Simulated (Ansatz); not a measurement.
A nudged elastic band was laid between two geometries of CH5NSn (8 atoms, charge 0, multiplicity 1).

Theory: Ansatz, RKS PBE0-D4/def2-SVP.

| Property | Result |
| --- | --- |
| movable images | 7 |
| climbing image | yes |
| spring | 5.0 eV/Å² |
| optimiser | quadratic models (default) |
| start path | through a guess of the saddle point |
| force threshold | 0.05 eV/Å |
| iteration limit | 47 |
| end points | relaxed |

Initial state:

```xyz
8
Properties=species:S:1:pos:R:3
N -1.296 0.974 -0.850
C -0.466 0.014 -0.838
Sn 0.758 -0.275 0.927
H -1.813 1.003 -1.739
H -0.337 -0.685 -1.691
H 0.358 0.922 2.076
H 2.415 -0.167 0.493
H 0.473 -1.843 1.565
```

Final state:

```xyz
8
Properties=species:S:1:pos:R:3
N -1.332 0.709 -1.333
C -0.446 -0.150 -1.049
Sn 0.686 -0.267 0.812
H -1.475 1.378 -0.568
H -0.229 -0.912 -1.823
H 0.102 1.024 1.781
H 2.364 -0.075 0.523
H 0.422 -1.765 1.600
```

Question: Which bonds break or form, and what moves?

Answer: No bond is made or broken. The dihedral H4–N1–C2–Sn3 changes from 180 to 0° by way of a nearly straight angle H4–N1–C2 (up to 179°), not by a turn about the bond.

Question: Give the energies along the band, and the barrier.

Answer: The run converged. The highest image is number 4 of 0 to 8, 1.12 eV above the first end and 1.15 eV above the last; the last end lies 0.02 eV below the first. A vibrational analysis at the climbing image gives one clearly imaginary mode, 1114i cm⁻¹, and a faint second one (29i cm⁻¹) that may be numerical noise or a soft torsion: probably a first-order saddle point.

| image | path coordinate (Å) | energy (eV) | angle H4–N1–C2 (°) |
| --- | --- | --- | --- |
| 0 | 0.00 | 0.00 | 111 |
| 1 | 0.35 | 0.00 | 111 |
| 2 | 0.70 | 0.06 | 117 |
| 3 | 1.05 | 0.53 | 141 |
| 4 | 1.40 | 1.12 | 179 |
| 5 | 1.77 | 0.44 | 138 |
| 6 | 2.15 | 0.03 | 116 |
| 7 | 2.53 | -0.02 | 112 |
| 8 | 2.91 | -0.02 | 112 |

Question: What is the geometry of the highest image?

Answer: 
```xyz
8
Properties=species:S:1:pos:R:3
N -1.366 0.683 -1.081
C -0.361 -0.025 -1.016
Sn 0.779 -0.293 0.876
H -2.179 1.253 -1.150
H 0.039 -0.593 -1.897
H 0.331 0.989 1.925
H 2.488 -0.288 0.661
H 0.362 -1.785 1.628
```

Time of the run: 4.6 min on 1 thread of Intel(R) Xeon(R) Platinum 8488C (Sapphire Rapids), on a shared host, peak memory 0.17 GiB.
